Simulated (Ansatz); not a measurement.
Input file for Ansatz (a program for electronic structure): U-CCSD(T)/def2-SVP on H4MgSi (SMILES [MgH][SiH3]), a point of a bond scan (R = 1.193 Å).

Ansatz 0.2 input:
```yaml
crystal:
  periodic: [false, false, false]
  atoms:
    - {symbol: Mg, position_ang: [-1.27392741, -0.69923846, -0.17849356]}
    - {symbol: H, position_ang: [-2.75463928, -1.51197762, -0.38596026]}
    - {symbol: Si, position_ang: [0.97176783, 0.53338788, 0.13615713]}
    - {symbol: H, position_ang: [1.48479815, 0.30646844, 1.18911731]}
    - {symbol: H, position_ang: [0.83766034, 2.01691253, 0.06363188]}
    - {symbol: H, position_ang: [1.98630247, 0.16875768, -0.89430607]}
basis:
  gaussian:
    orbitals: def2-SVP
correlation: {method: ccsd_t, electrons: outside_noble_gas}
scf: {omitted_lower_state_checks: [cluster_reference]}
magnetization: {spin_polarized: true, initial_magnetization: 0}
```

Predict the final total energy.

-490.8093 hartree (reference determinant -490.6263, T1 diagnostic 0.013).
